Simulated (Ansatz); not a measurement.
Reaction (cleavage of the Si–P bond): `C[SiH](O)P` + `C[Si](O)(O)O` → `C[SiH](O)O[Si](C)(O)O` + PH₃

Gas-phase electronic energies from Ansatz, PBE0-D4/def2-TZVP geometries. CCSD(T)/CBS is the MP2 limit (def2-TZVPP, def2-QZVPP) plus CCSD(T) − MP2 in def2-TZVPP, frozen cores. This one scheme is used for every species. Functionals use def2-TZVPP. B3LYP here is the variant with VWN-RPA as its local correlation; programs differ in this. Each species was taken in one conformer, which may not be the lowest.

Question: Is it downhill or uphill in electronic energy at CCSD(T)/CBS, and by how much? (An estimate is asked.)

Answer: Ansatz gave: Downhill: ΔE = -112.4 kJ/mol.

Question: What do these levels give: B3LYP-D4, B2PLYP, PBE, r2SCAN, PBE0, SCS-MP2/def2-TZVPP, CCSD/def2-TZVPP, MP2/def2-QZVPP, SCS-MP2/def2-QZVPP, HF/CBS(def2), MP2/CBS(def2), CCSD/CBS(def2)? (An estimate is asked.)

Answer: Ansatz gave: B3LYP-D4 -116.3, B2PLYP -114.6, PBE -88.8, r2SCAN -106.2, PBE0 -96.5, SCS-MP2/def2-TZVPP -119.4, CCSD/def2-TZVPP -119.3, MP2/def2-QZVPP -112.8, SCS-MP2/def2-QZVPP -118.1, HF/CBS(def2) -137.8, MP2/CBS(def2) -110.7, CCSD/CBS(def2) -115.9 kJ/mol.

Largest T1 diagnostic among the species: 0.013.

From PBE to PBE0 (25 % exact exchange), in def2-TZVPP and without D4, ΔE moves by −7.7 kJ/mol. The D4 term adds −4.5 kJ/mol with B3LYP and −3.4 kJ/mol with PBE0; it sums over pairs of atoms, weighted by their polarisabilities, and B3LYP, whose exchange is more repulsive, gets the larger term. In def2-TZVPP, CCSD(T) changes the Hartree–Fock value by +19.7 kJ/mol (the triples alone add +3.5 kJ/mol) and MP2 by +21.4 kJ/mol.
